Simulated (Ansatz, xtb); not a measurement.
**C2H4BFN−: which of two isomers lies lower**

Structure X is `C=C=N[BH2-]F`, a singlet and structure Y is `[H]/N=C\C=[BH-]/F`, a singlet. Both are isolated ions in the gas phase, relaxed with r2SCAN-D4/def2-SVPD; the shapes shown needn't be the lowest conformers.

X (Å):

```xyz
9

C     0.4931   -3.3262    0.6598
C     1.1521   -2.1510    0.6722
B     2.4414    0.0279   -0.0189
F     2.9065    1.0166    0.9260
N     1.7321   -1.1074    0.7399
H     1.0427   -4.2678    0.7093
H    -0.5931   -3.3488    0.5550
H     3.4057   -0.4615   -0.6292
H     1.6218    0.5397   -0.7988
```

Y (Å):

```xyz
9

C    -1.4196   -1.2410    2.1428
C    -0.3745   -1.9499    1.4793
B     0.5775   -1.3629    0.5151
F     0.5431   -0.0154    0.1498
N    -2.3153   -1.6501    3.0080
H    -2.1583   -2.6542    3.1701
H    -1.4880   -0.1656    1.8864
H    -0.2976   -3.0213    1.7279
H     1.4747   -1.9791   -0.0518
```

Quicker runs give these differences E(Y) − E(X): GFN2-xTB +11.40 kcal/mol; HF/STO-3G +7.54 kcal/mol (at GFN2-xTB geometries); r2SCAN-D4/def2-SVPD//GFN2-xTB −2.99 kcal/mol.

Q: Estimate E(Y) − E(X) at the level CCSD(T)/def2-SVPD + ΔMP2/def2-TZVPPD.

A: Not settled: CCSD(T)/def2-SVPD + ΔMP2/def2-TZVPPD gives E(Y) − E(X) = −1.63 kcal/mol, but this leans on the basis-set step: CCSD(T) alone gives −0.34 kcal/mol.

Level by level:

```tsv
level	geometry	E(Y) − E(X) (kcal/mol)	departure from the last row (kcal/mol)	job, with rough time for the two
GFN2-xTB	GFN2-xTB	+11.40	+13.03	optimisation, 0.47 s
HF/STO-3G	GFN2-xTB	+7.54	+9.17	single point, 1.2 s
r2SCAN-D4/def2-SVPD//GFN2-xTB	GFN2-xTB	−2.99	−1.37	single point, 8.7 s
r2SCAN-D4/def2-SVPD	r2SCAN-D4/def2-SVPD	−1.93	−0.30	optimisation, 2.1 min
HF/def2-SVPD	r2SCAN-D4/def2-SVPD	−1.38	+0.25	part of the CCSD(T) run
MP2/def2-SVPD	r2SCAN-D4/def2-SVPD	+0.75	+2.38	part of the CCSD(T) run
CCSD(T)/def2-SVPD	r2SCAN-D4/def2-SVPD	−0.34	+1.29	single point
CCSD(T)/def2-SVPD + ΔMP2/def2-TZVPPD	r2SCAN-D4/def2-SVPD	−1.63		single point, 2.8 min
```

As drawn, Y has 1 N–H, 1 C–C, 1 C=B in place of 1 C=C, 1 B–N, 1 B–H.

GFN2-xTB, HF/STO-3G, MP2/def2-SVPD put the two in the other order. CCSD(T)/def2-SVPD finds them nearly level. The largest departure from CCSD(T)/def2-SVPD + ΔMP2/def2-TZVPPD is that of GFN2-xTB, 13.03 kcal/mol. The last row adds to CCSD(T) the change of the MP2 difference between the two basis sets, here −1.29 kcal/mol.

With thermal terms from frequencies at re-optimised GFN2-xTB minima (ideal gas, soft modes damped towards free rotors, one conformer each, 298.15 K, 1 atm): the zero-point term adds +2.94 kcal/mol; ΔH is +0.69 and ΔG +1.92 kcal/mol.

The correlated steps freeze 5 core orbitals. Codes used: Ansatz 0.2.0, xtb 6.7.1; the last row on 2 threads of AMD EPYC (Zen 3) on a shared host.
